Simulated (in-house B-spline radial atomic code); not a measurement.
A calculation on Sn: its settings, and results tabulated from the run. Method: scalar-relativistic (X2C) r2SCAN0, spin-polarised, spherical fractional occupations, Fermi nucleus of rms radius 4.6519 fm. Calculated with an all-electron radial atomic-structure program (B-spline basis).

Command:
```bash
python run_scf.py task.json out
```
Settings (nuclear radius in fm, mass in u):
```
Z                50
configuration    [Kr] 4d10 5s2 5p2
hamiltonian      x2c
method           r2scan0
spin_polarised   True
nucleus          fermi
rms_radius       4.6519
atomic_mass      119.9022
speed_of_light   137.035999084
```

Output (hartree, bohr):
```
 radial grid: 77 intervals, B-splines of order 8, outer radius 50 bohr

 iter        energy (Eh)    residual
    1       -6176.514531    1.12e-01
    2       -6176.524716    1.83e-03
    3       -6176.524739    9.98e-04
    4       -6176.524745    5.11e-04
    5       -6176.524748    5.86e-05
    6       -6176.524748    1.51e-05
    7       -6176.524748    3.31e-06
    8       -6176.524748    7.42e-07
    9       -6176.524748    2.40e-07

 total energy                     -6176.52475
 kinetic                            6504.0008
 electron-nucleus                 -14995.2233
 Hartree                            2481.3634
 exact exchange                      -40.9689
 exchange-correlation               -125.6967

 orbital      occ     eigenvalue          <r>       <r^2>       <1/r>       r_max
 1s up      1.000     -1069.2563    0.0284774  0.00110816     55.4878     0.01809
 1s down    1.000     -1069.2544    0.0284774  0.00110816     55.4878     0.01809
 2s up      1.000      -162.7096     0.124927   0.0184718     12.5992      0.1059
 2s down    1.000      -162.7096     0.124927   0.0184717     12.5992      0.1059
 2p up      3.000      -146.0094     0.109342   0.0146148     11.6996     0.08467
 2p down    3.000      -146.0082     0.109342    0.014615     11.6995     0.08467
 3s up      1.000       -31.9479     0.338136    0.130875     4.41995      0.3072
 3s down    1.000       -31.9467     0.338135    0.130872     4.41987      0.3072
 3p up      3.000       -26.4154     0.336727    0.131673     4.12533      0.3007
 3p down    3.000       -26.4135     0.336731    0.131675      4.1252      0.3007
 3d up      5.000       -17.8752     0.314366    0.117261     3.86653      0.2515
 3d down    5.000       -17.8741     0.314358    0.117253      3.8666      0.2515
 4s up      1.000        -5.2600     0.820836    0.762005     1.70415      0.7469
 4s down    1.000        -5.2565     0.821133    0.762497     1.70328      0.7471
 4p up      3.000        -3.5600     0.887638    0.900113     1.53369      0.7893
 4p down    3.000        -3.5566     0.887846    0.900233     1.53286      0.7896
 4d up      5.000        -1.0693      1.09961     1.43985     1.21399      0.8871
 4d down    5.000        -1.0639      1.09182     1.41359     1.21938      0.8868
 5s up      1.000        -0.4692      2.44501     6.83266    0.527049       2.049
 5s down    1.000        -0.3955      2.39005     6.52795    0.541824       2.016
 5p up      2.000        -0.1734        3.199     11.8767    0.396917       2.578
```

Time taken, with all properties: 1.2 s on 1 thread of Arm Neoverse N1, on a shared host.

Caution: exact exchange at fractional occupations of open shells leaves self-interaction of up to several eV.

One-electron X2C: radii and densities carry no picture-change correction, so inner-shell <1/r> comes out high (for 1s by about 2 % at Z = 33, 5 % at 54, 10 % at 75, 30 % at 118) and <r> low.
